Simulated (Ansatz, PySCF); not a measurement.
The PySCF input:
```python
from pyscf import gto, scf, dft

mol = gto.M(
    atom='''
Hf   -0.00000000    0.00000000   -0.00000000
O     1.86824430    0.33811420   -0.28908161
H     1.71818795    0.98809181   -0.98506148
O     0.22989531   -0.32287162    1.87912965
H     1.19165090   -0.26527537    1.84619568
O    -0.54748506    1.11112594   -1.46761215
H    -1.31431976    0.56973815   -1.68724728
O    -1.55065456   -1.12636852   -0.12243589
H    -1.59551909   -1.29255459    0.82611309
''',
    basis='def2-svp',
    ecp={'Hf': 'def2-svp'},
    charge=-1,
    spin=1,
    verbose=3,
)

mf = dft.UKS(mol)
mf.xc = 'pbe'
mf.grids.atom_grid = (99, 590)
mf.grids.prune = None
mf.kernel()
```

Problem. Give the equivalent Ansatz (a program for electronic structure) input.

Solution. Several could match; the one computed here: 
Ansatz 0.2 input:
```yaml
crystal:
  periodic: [false, false, false]
  atoms:
    - {symbol: Hf, position_ang: [-0.00000000, 0.00000000, -0.00000000]}
    - {symbol: O, position_ang: [1.86824430, 0.33811420, -0.28908161]}
    - {symbol: H, position_ang: [1.71818795, 0.98809181, -0.98506148]}
    - {symbol: O, position_ang: [0.22989531, -0.32287162, 1.87912965]}
    - {symbol: H, position_ang: [1.19165090, -0.26527537, 1.84619568]}
    - {symbol: O, position_ang: [-0.54748506, 1.11112594, -1.46761215]}
    - {symbol: H, position_ang: [-1.31431976, 0.56973815, -1.68724728]}
    - {symbol: O, position_ang: [-1.55065456, -1.12636852, -0.12243589]}
    - {symbol: H, position_ang: [-1.59551909, -1.29255459, 0.82611309]}
basis:
  gaussian:
    orbitals: def2-SVP
hamiltonian:
  xc: pbe
total_charge: -1
magnetization: {spin_polarized: true, initial_magnetization: 1}
accuracy: high
```

Both were run: PySCF gave -350.970316 Eh and Ansatz -350.970321 Eh, 0.005 mEh apart.
